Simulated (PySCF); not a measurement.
Telling isomers of C$_{7}$H$_{12}$FNO apart by NMR

Level of theory: GIAO PBE0/pcSseg-1 shieldings, GFN2-xTB structure, in PySCF 2.14.0 with density-fitted response routines (one averaged value for each set of equivalent atoms, no relativistic terms, a single conformation, no solvent).

δ = σ(ref) − σ, references computed at the same level: $^{1}$H and $^{13}$C vs TMS. Splittings of carbon signals by F and P are missing where no couplings were computed. Where no couplings were computed, multiplicities follow the n + 1 count of equivalent neighbours, and m marks all less simple cases (inequivalent or close neighbours, rings, F or P nearby). Shifts are as computed. Against solution values, carbons near 30 ppm lie about +3 ppm off and those near 130 ppm about +5 ppm. Of 1211 compounds with measured shifts, 218 miss one by over three times the rms of a fit or turn the order of signals round; such compounds aren't used in these exercises.

(1) Tabulate the signals of `CCOC1=C(F)N(C)CC1`, `CC(C)O[C@@H](C)[C@H](F)C#N` and their relative energies.

(2) What is the quickest way to tell CCOC1=C(F)N(C)CC1 from CC(C)O[C@@H](C)[C@H](F)C#N?

Answers

(1) 
```json
{"SMILES": "CCOC1=C(F)N(C)CC1", "carbon types": "2×C 3×CH2 2×CH3", "δC": "151.2, 119.0, 68.3, 50.3, 39.1, 30.7, 18.1", "δH": "4.16 (q, 2H), 2.94 (m, 2H), 2.69 (m, 2H), 2.41 (s, 3H), 1.31 (t, 3H)", "E rel. (kcal/mol)": "9.7"}
{"SMILES": "CC(C)O[C@@H](C)[C@H](F)C#N", "carbon types": "1×C 3×CH 3×CH3", "δC": "122.2, 84.1, 77.7, 75.2, 25.9, 23.1, 19.6", "δH": "4.58 (m, 1H), 3.66 (m, 1H), 3.61 (m, 1H), 1.34 (d, 3H), 1.33 (d, 3H), 1.25 (d, 3H)", "E rel. (kcal/mol)": "0.0"}
```

Energies are electronic energies at PBE0/pcSseg-1 on these geometries, without zero-point or thermal terms, each for the one conformer computed, which needn't be the lowest.

(2) Both give the same number of carbon signals, but DEPT or the intensities differ. The first has an sp3 CH2 bonded to O at 68.3 ppm, the second an sp3 CH bonded to F, α to a nitrile at 84.1 ppm. Their most deshielded carbons lie at 151.2 and 122.2 ppm. In the proton spectra the most deshielded non-exchanging signals are 4.16 (q, 2H) and 4.58 (m, 1H).
